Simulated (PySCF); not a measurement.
C₇H₁₀F (doublet state).
SMILES with atom numbers: `[CH3:1][C@@H:2]1[CH:3]=[C:4]([F:5])[CH2:6][CH:7][CH2:8]1` (hydrogens: H9, H10, H11 on C1; H12 on C2; H13 on C3; H14, H15 on C6; H16 on C7; H17, H18 on C8)

Geometry (GFN2-xTB, Å), atoms numbered from 1 in this order:
```xyz
18
C7H10F angstrom
C      1.9378   -0.1308    0.3659
C      0.8851    0.0133   -0.7363
C      0.1293    1.2972   -0.5632
C     -1.0171    1.3384    0.0924
F     -1.6777    2.5169    0.2434
C     -1.7154    0.1797    0.7253
C     -1.0041   -1.0886    0.4544
C     -0.1014   -1.1739   -0.7101
H      1.4519   -0.1939    1.3366
H      2.5273   -1.0318    0.2116
H      2.6080    0.7257    0.3668
H      1.3969    0.0289   -1.7044
H      0.5594    2.2018   -0.9649
H     -2.7501    0.1551    0.3415
H     -1.8092    0.3567    1.8040
H     -1.1929   -1.9436    1.0766
H     -0.6827   -1.1280   -1.6432
H      0.4463   -2.1169   -0.7081
```

The hyperfine couplings belong to this conformer and change with its torsions.

Computed with UKS B3LYP, pcH-1 on C F H, non-relativistic, mean-field spin-orbit, GIAO in PySCF 2.14.0. One conformer (not necessarily the lowest) at the GFN2-xTB geometry, without solvent, vibrations or thermal averaging. A GFN2-xTB geometry isn't a minimum of the functional, and hyperfine couplings can be far from their values at a DFT geometry. The SCF solution wasn't tested for stability.

Task: What is the g tensor, term by term?

Result: 
| Δg (ppm) | 1 | 2 | 3 |
| --- | --- | --- | --- |
| relativistic mass correction | -141 | -141 | -141 |
| gauge correction | -1 | 27 | 30 |
| orbital Zeeman/spin–orbit | 36 | 566 | 749 |
| total | -106 | 452 | 637 |

So g = 2.00221, 2.00277, 2.00296 and g_iso = 2.00265; the tensor is rhombic: the two nearest values differ by 25 % of g3 − g1. Axes: g3 points within 14° of the C7–H16 bond.

Task: What effective moment and Curie constant follow for a powder?

Result: With the mean of g² = 4.0106 and S(S+1) = 0.75: μ_eff = √(⟨g²⟩S(S+1)) = 1.734 μB and χT = 0.12505·⟨g²⟩·S(S+1) = 0.376 cm³ K/mol (cgs; spin-Hamiltonian part alone).

Task: How much does each term add to the isotropic shift?

Result: The orbital-Zeeman/spin–orbit term 450, the mass correction -141 and the gauge correction 19 ppm, for a total of 327 ppm. The orbital-Zeeman/spin–orbit term is the largest in size. The mass correction is the same along every axis, so the anisotropy comes from the other two: their spans along these axes are 30 (gauge) and 713 ppm (orbital Zeeman/spin–orbit).

Task: In a frozen sample, at which fields do the three g values resonate at 9.5, 34, 94 and 263 GHz (hyperfine left aside), and which band first spreads them over more than twice a line width of 0.5 mT?

Result: 
| band | GHz | B(g3) mT | B(g2) mT | B(g1) mT | spread mT |
| --- | --- | --- | --- | --- | --- |
| X | 9.5 | 338.88 | 338.91 | 339.00 | 0.13 |
| Q | 34.0 | 1212.82 | 1212.93 | 1213.27 | 0.45 |
| W | 94.0 | 3353.09 | 3353.40 | 3354.33 | 1.24 |
| J | 263.0 | 9381.51 | 9382.38 | 9384.99 | 3.48 |

The spread grows in proportion to the frequency. W band is the first where it exceeds 1.0 mT.

Largest spin populations (Mulliken): C7 (+1.03), C8 (-0.09), C6 (-0.09) and H17 (+0.06). C7 is the only atom above +0.15. The positive populations add up to 1.23 and the negative ones to -0.23, together 2S = 1. The angles at C7 add up to 359.9°, so it is planar; its axial dipolar tensor and the negative coupling of its proton fit spin in a p orbital normal to that plane.

The HOMO–LUMO gaps are 5.78 eV among the α and 5.16 eV among the β orbitals.
